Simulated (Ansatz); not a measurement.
Reaction (cleavage of the Ge–Si bond): `N[SiH](N)[GeH3]` + dimethylamine → `C[N](C)[GeH3]` + `N[SiH2]N`

Calculated with Ansatz (gas phase, PBE0-D4/def2-TZVP geometries, no zero-point term in ΔE). CCSD(T)/CBS adds triple-zeta CCSD(T) − MP2 to the extrapolated MP2 energy (def2 sets, frozen cores). This one scheme is used for every species. Functionals use def2-TZVPP. For Ge outer-core shells are correlated without core-valence functions, which leaves a few kJ/mol of doubt a bond. Scalar relativity is left out up to krypton. One conformer a species, not always the lowest.

**Question.** Is it downhill or uphill in electronic energy at CCSD(T)/CBS, and by how much? (Estimate.)

**Answer.** Computed: Uphill: ΔE = +10.6 kJ/mol.

**Question.** What do these levels give: PBE-D4, r2SCAN-D4, ωB97M-V, B2PLYP, r2SCAN, PBE0, MP2/def2-TZVPP, SCS-MP2/def2-TZVPP, CCSD(T)/def2-TZVPP, SCS-MP2/def2-QZVPP, HF/CBS(def2), CCSD/CBS(def2)? (Estimate.)

**Answer.** Computed: PBE-D4 27.3, r2SCAN-D4 19.4, ωB97M-V 12.7, B2PLYP 10.8, r2SCAN 19.7, PBE0 25.2, MP2/def2-TZVPP 1.3, SCS-MP2/def2-TZVPP -0.6, CCSD(T)/def2-TZVPP 7.8, SCS-MP2/def2-QZVPP 0.6, HF/CBS(def2) 2.2, CCSD/CBS(def2) 10.8 kJ/mol.

Largest T1 diagnostic among the species: 0.011.

From PBE to PBE0 (25 % exact exchange), in def2-TZVPP and without D4, ΔE moves by −3.5 kJ/mol.
